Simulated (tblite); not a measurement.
C3H11NOSi4.
Atom-mapped SMILES: `[CH3:1][O:2][Si@@:3]1([C:4]#[N:5])[SiH2:6][SiH2:7][Si@@H:8]1[CH3:9]` (hydrogens: H10, H11, H12 on C1; H13, H14 on Si6; H15, H16 on Si7; H17 on Si8; H18, H19, H20 on C9)

Cartesian coordinates in Å at the GFN2-xTB level; atoms count from 1:
```xyz
20
C3H11NOSi4 angstrom
C      3.1734    0.3291    0.7979
O      1.8272    0.6803    0.7200
Si     0.6951    0.2119   -0.3613
C      1.2154    0.8004   -2.0647
N      1.4978    1.1387   -3.1255
Si     0.1444   -2.0869   -0.2410
Si    -1.8035   -1.4875    0.9610
Si    -1.3383    0.8247    0.6495
C     -2.5163    1.5908   -0.6341
H      3.2826   -0.7538    0.9011
H      3.7121    0.6531   -0.0953
H      3.6002    0.8194    1.6732
H      1.1156   -2.9512    0.4522
H     -0.0534   -2.7870   -1.5165
H     -3.0832   -1.9882    0.4375
H     -1.8191   -1.9626    2.3534
H     -1.3636    1.7479    1.8002
H     -2.2113    2.5903   -0.9304
H     -3.5282    1.6591   -0.2464
H     -2.5522    0.9821   -1.5336
```

Calculated harmonic vibrations of the isolated species, GFN2-xTB (tblite), most abundant isotopes, no scaling. Against measured fundamentals such values can be off by several per cent, at times by over 20. Modes of hydrogen on silicon can be 10 to 20 % off. One conformer, not necessarily the lowest.

Harmonic wavenumbers (cm⁻¹): 33.5, 46.8, 58.5, 75.0, 88.8, 98.1, 123.0, 133.6, 146.1, 167.8, 215.9, 242.3, 275.9, 286.7, 309.6, 343.1, 358.9, 364.7, 391.6, 400.7, 429.6, 471.9, 478.3, 561.9, 596.7, 605.8, 626.4, 741.5, 746.5, 801.9, 819.8, 823.9, 848.0, 1118.7, 1133.9, 1143.8, 1377.2, 1418.2, 1484.3, 1488.6, 1495.8, 1498.8, 2121.5, 2141.0, 2161.0, 2174.6, 2193.2, 2304.3, 2948.0, 2966.2, 2997.1, 3027.6, 3031.7, 3039.1.

A = 971.5, B = 650.3, C = 551.0 MHz; mass 188.992 u (most abundant isotopes); point group C1, symmetry number 1.

Q: Zero-point energy?

A: ½Σν̃ = 27989 cm⁻¹ = 334.82 kJ/mol.

Q: Entropy at 400 K, 1 bar (ideal gas, RRHO, classical rotation)?

A: Translation 180.34, rotation 134.21, vibration 302.63: S = 617.2 J/(mol K).

Q: And Cp and H(400 K) − H(0)?

A: Cp = 274.86 J/(mol K), of which vibrations give 241.60 (their classical limit is 54 R = 449.0); H(400 K) − H(0) = 71.49 kJ/mol without the zero-point energy, 58.19 from vibrations.

Q: What must be added to the electronic energy to get the Gibbs energy at 400 K and 1 bar?

A: ZPE + [H(400 K) − H(0)] − T·S = 334.82 + 71.49 − 246.87 = 159.44 kJ/mol.

Q: How do the functions run with temperature in this model?

A: 
```
T (K)  S (J/(mol K))  Cp (J/(mol K))  H − H(0) (kJ/mol)  G − H(0) (kJ/mol)  ln q(vib)
  100          347.0           124.8               7.87             -26.83       3.98
  200          455.6           192.5              23.93             -67.19       9.35
  300          543.2           239.8              45.68            -117.27      14.33
  500          681.6           302.7             100.42            -240.38      23.10
  800          837.8           362.2             200.84            -469.43      33.97
 1000          921.7           389.0             276.10            -645.60      40.15
```

q(vib) and H(0) count from the zero-point level.

Hindered rotation and anharmonicity are outside this model. Other conformers, if any are populated, would add a mixing term that is left out. The structure is chiral; the term R ln 2 for an equal mix with its mirror image is left out.
